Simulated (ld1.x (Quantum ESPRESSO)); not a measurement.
# platinum: one change to a TM potential, before and after

```
Element                 : Pt (Z = 78)
Generator               : ld1.x (Quantum ESPRESSO) 7.5
Type                    : norm-conserving Troullier–Martins (Kleinman–Bylander form)
Functional              : LDA (PZ)
Relativity              : scalar-relativistic
Frozen core             : [Kr] 4d10 4f14 5s2
Valence charge          : 16
Reference configuration : 5p6 5d9 6s1 6p0
Partial waves           : 5p (bound): rc 1.15 bohr; 5d (bound): rc 1.95 bohr; 6s (bound): rc 2.00 bohr
Local potential         : the s channel
Core correction         : none
```

Change: all radii scaled by about 1.08 (s 2.16, p 1.24, d 2.10 bohr).

Cutoffs: the cutoffs (Ry, on a coarse ladder) from which the occupation-weighted sum of valence levels, in a spherical-Bessel basis at the reference potential, stays within 10 and 1 mRy of its value at 400 Ry; they do not see the model core or the augmentation charge, which bear on the density cutoff. Errors are all-electron minus pseudo energies relative to the spin-unpolarised reference configuration.

Problem. How do hardness, ghosts and transferability respond?

Solution. The potential gets softer (140 Ry and 200 Ry → 120 Ry and 180 Ry); of the 9 tests that both files solve, the error grows in 1 and shrinks in 0 by more than 15 % and 0.3 meV (median size 33.6 → 37.0 meV); neither file shows a bound ghost. A larger radius leaves more room for a smooth pseudo-wave, so fewer plane waves are needed.

```tsv
quantity	base	changed
cutoff, loose	140 Ry	120 Ry
cutoff, tight	200 Ry	180 Ry
loose cutoff by channel (10 mRy a level)	p 70 Ry, d 35 Ry, s 12 Ry	p 70 Ry, d 35 Ry, s 8 Ry
bound ghosts	none	none
error for 5p6 5d9 6s0 6p0, meV [ΔE 9.54 eV]	-11	-12
error for 5p6 5d8 6s0 6p0, meV [ΔE 29.80 eV]	-38	-40
error for 5p6 5d7 6s0 6p0, meV [ΔE 62.32 eV]	-162	-168
error for 5p6 5d6 6s0 6p0, meV [ΔE 108.26 eV]	-410	-416
error for 5p6 5d9 6s0 6p1, meV [ΔE 5.19 eV]	-474	-492
error for 5p6 5d8 6s1 6p0, meV [ΔE 11.42 eV]	-22	-26
error for 5p6 5d10 6s0 6p0, meV [ΔE 0.05 eV]	-34	-37
error for 5p6 5d9 6s1 6p0 (spin-polarised), meV [ΔE -0.38 eV]	+27	+28
error for 5p6 5d9 6s0 6p0 (spin-polarised), meV [ΔE 9.42 eV]	+7.9	+7.0
```
